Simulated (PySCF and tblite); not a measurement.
The numbers below are computed, except where a source is named.
C5H7FO2, numbered as in [CH3:1][CH2:2][O:3][CH2:4][C:5]([F:6])=[C:7]=[O:8].

Search: ETKDG, MMFF94s, GFN2-xTB, 150 starts; geometries at GFN2-xTB. Weights use B3LYP-D3(BJ)/def2-SVP (IEF-PCM, benzene) energies plus GFN2-xTB zero-point and thermal terms (modes under about 100 cm⁻¹ blended into free rotors). Symmetry numbers and mirror images are counted. Conformers within 3 kcal/mol (GFN2-xTB free energy) were kept, 10 at most. Run with PySCF (density fitting) and tblite.

Rotational constants are equilibrium values for the commonest isotopes; dipoles come from the energy level named and are polarised by its solvent model.

Torsions listed: C1–C2–O3–C4, C2–O3–C4–C5, O3–C4–C5–F6. Of a mirror pair one member is shown.

| conformer | shape | symmetry |
| --- | --- | --- |
| 1 | -176°, -66°, 99° | C1 (pair) |
| 2 | 180°, 77°, 93° | C1 (pair) |
| 3 | 180°, -179°, -98° | C1 (pair) |
| 4 | -66°, -61°, 100° | C1 (pair) |
| 5 | 72°, 74°, 92° | C1 (pair) |
| 6 | 70°, 166°, 103° | C1 (pair) |

Not shown: 1 more, 1.2 % in all.

**Question.** Give the rotational constants and dipole components.

**Answer.** 
| conformer | A (MHz) | B (MHz) | C (MHz) | abs μa (D) | abs μb (D) | abs μc (D) | κ | Ic−Ia−Ib (u Å²) |
| --- | --- | --- | --- | --- | --- | --- | --- | --- |
| 1 | 3281 | 1106 | 983 | 1.06 | 0.82 | 0.43 | -0.89 | -97.1 |
| 2 | 2885 | 1259 | 983 | 1.13 | 0.56 | 1.24 | -0.71 | -62.9 |
| 3 | 3522 | 985 | 840 | 1.97 | 0.29 | 1.79 | -0.89 | -54.7 |
| 4 | 3649 | 1200 | 1040 | 1.26 | 0.52 | 0.40 | -0.88 | -73.9 |
| 5 | 2802 | 1418 | 1037 | 1.52 | 0.64 | 0.93 | -0.57 | -49.7 |
| 6 | 3829 | 1018 | 845 | 2.32 | 0.25 | 1.60 | -0.88 | -30.8 |


Conformer gaps in def2-SVP on xTB geometries can be 2 kcal/mol too large for S=O, P=O and other polar bonds.